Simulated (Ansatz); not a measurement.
`[F][GaH][B](S)Cl` + HBr → `SB(Cl)Br` + `[F][GaH2]` at 500 K and 1 bar (cleavage of the B–Ga bond).

Gas-phase electronic energies from Ansatz, PBE0-D4/def2-TZVP geometries. CBS: MP2 limit from def2 TZ/QZ plus the TZ coupled-cluster correction, frozen cores. For Br, Ga outer-core shells are correlated without core-valence functions, which leaves a few kJ/mol of doubt a bond. Scalar relativity is left out up to krypton. Each species was taken in one conformer, which may not be the lowest.

| species | CCSD(T)/CBS energy (Eh) | H − E (kJ/mol) | S (J/(mol·K)) |
| --- | --- | --- | --- |
| `[F][GaH][B](S)Cl` | -2907.38627 | 109.5 | 428.8 |
| HBr | -2573.91920 | 30.5 | 213.7 |
| `SB(Cl)Br` | -3456.37310 | 74.2 | 363.5 |
| `[F][GaH2]` | -2024.95631 | 62.1 | 281.4 |

H − E and S are ideal-gas, rigid-rotor, harmonic terms from PBE0-D4/def2-TZVP, for one conformer and one mirror image of each species. 1 Eh = 2625.50 kJ/mol, R = 8.31446 J/(mol·K).

Task: By hand: ΔE, ΔH, ΔS and ΔG.

Result: ΔE = (-3456.37310) + (-2024.95631) − (-2907.38627) − (-2573.91920) = -0.02394 Eh = -62.9 kJ/mol. Δ(H − E) = 74.2 + 62.1 − 109.5 − 30.5 = -3.7, so ΔH = -66.6 kJ/mol. ΔS = 363.5 + 281.4 − 428.8 − 213.7 = 2.4 J/(mol·K). ΔG = -66.6 − 500 × (2.4)/1000 = -67.8 kJ/mol.

Task: By hand: the equilibrium constant, and the temperature at which ΔG would vanish if ΔH and ΔS stayed fixed.

Result: log₁₀ K = −ΔG/(RT ln 10) = 7.1. ΔH and −TΔS have one sign here, so there is no such temperature. One of them is within its doubt of zero, so this could turn.

The number of gas molecules stays the same, so ΔS is small and ΔH decides. A doubt of 5 kJ/mol in ΔE shifts log₁₀ K by 0.5 here. Other conformers and mirror images would add mixing entropy, several J/(mol·K) or more a flexible species. Modes under 60 cm⁻¹, often nearly free rotors, make the harmonic entropy too high. These are equilibria of isolated gas molecules and say nothing of rates. Largest T1 diagnostic: 0.015 (customary marks: 0.02 for closed shells, 0.045 for open ones).
